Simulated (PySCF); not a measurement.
Electron correlation in Pd⁺ (palladium, charge +1)

[Kr] 4d9, 2D determinant. Calculation: PySCF 2.14, in def2-QZVPPD with the def2 core potential (28 electrons) (7s5p4d4f2g, 88 functions); scalar relativity through the core potential. Frozen: nothing; 17 electrons correlated.

| level | correlation energy (mhartree) |
| --- | --- |
| CCSD | -610.18 |
| (T) | -18.55 |
| CCSD(T) | -628.73 |

Diagnostics: T1 = 0.0060, D1 = 0.0158, largest double amplitude 0.019.

Task: Is a single reference adequate?

Result: Yes, within this model without spin-orbit coupling: T1 lies below 0.03 and no double amplitude reaches 0.07.

The basis has no tight functions for the innermost shells, so their pair energies are far from complete.

This basis was not built for core-valence correlation, so the inner-shell part is incomplete.
